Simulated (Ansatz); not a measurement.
```xyz
6

B    -0.995    0.053   -0.163
N     0.251   -0.065   -0.712
Ga    0.459    0.055    1.226
H    -2.135    0.103   -0.504
H     0.531   -0.150   -1.683
H     1.889    0.004    1.837
```

Charge 0, multiplicity 1.

(1) List the CAM-B3LYP/def2-TZVPP orbital energies in eV (Ansatz 0.2.0). (Estimate.)

Results:

(1) The calculation gave: Occupied: -10139.48, -1251.14, -1108.42, -1108.36, -1108.31, -391.12, -185.80, -151.42, -104.87, -104.73, -104.57, -25.63, -24.61, -24.53, -24.49, -24.47, -23.93, -16.65, -13.79, -12.73, -10.32, -10.12, -7.61. Lowest empty: -0.26, 0.66, 1.41, 1.58, 2.60, 3.01, 3.42, 4.51.
